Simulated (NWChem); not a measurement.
FeClF, quintet; SMILES [Fe]([F])[Cl]

Results from NWChem. Spin-unrestricted. Coordinates come from a B3LYP/6-31G* (spherical d), spin-unrestricted optimisation. The spin multiplicity was typed, not searched, and may not be the lowest. No stability test was run on the SCF state.

**Question.** Among these, which level gives the lowest value of “lowest empty minus highest occupied level, either spin (eV)”?
A. PBE/def2-TZVP
B. B3LYP/def2-TZVP
C. B97-2/def2-TZVP

**Answer.** A, PBE/def2-TZVP. Values: PBE/def2-TZVP 0.69; B97-2/def2-TZVP 3.68; B3LYP/def2-TZVP 3.90
